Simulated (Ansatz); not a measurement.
OsO3(NH) (OsNO₃H). Charge 0, multiplicity 1. Geometry relaxed at PBE0-D4/def2-SVP.

```
atom   x (Å)   y (Å)   z (Å)
 Os1  -0.024   0.408   0.193
  O2   1.508   1.148   0.143
  O3  -1.146   1.382  -0.637
  O4  -0.515   0.241   1.814
  N5   0.054  -1.130  -0.546
  H6   0.123  -2.049  -0.967
```

In the def2 sets Os takes a core potential; there is no spin–orbit coupling. The restricted singlet is unstable towards broken spin symmetry in Hartree–Fock (as tested in another run); at PBE0-D4/def2-SVP this wasn't settled.

(1) Estimate the harmonic wavenumbers at RKS PBE0-D4/def2-SVP (Ansatz, unscaled). Is this a minimum?

Answers

(1) 94, 113, 333, 335, 348, 350, 352, 997, 998, 1018, 1077, 3703 cm⁻¹. Yes, no mode is imaginary beyond noise. Zero-point energy 58.1 kJ/mol. Hardware: 4 threads of Arm Neoverse V1 on a shared host. Wall time 35 s.
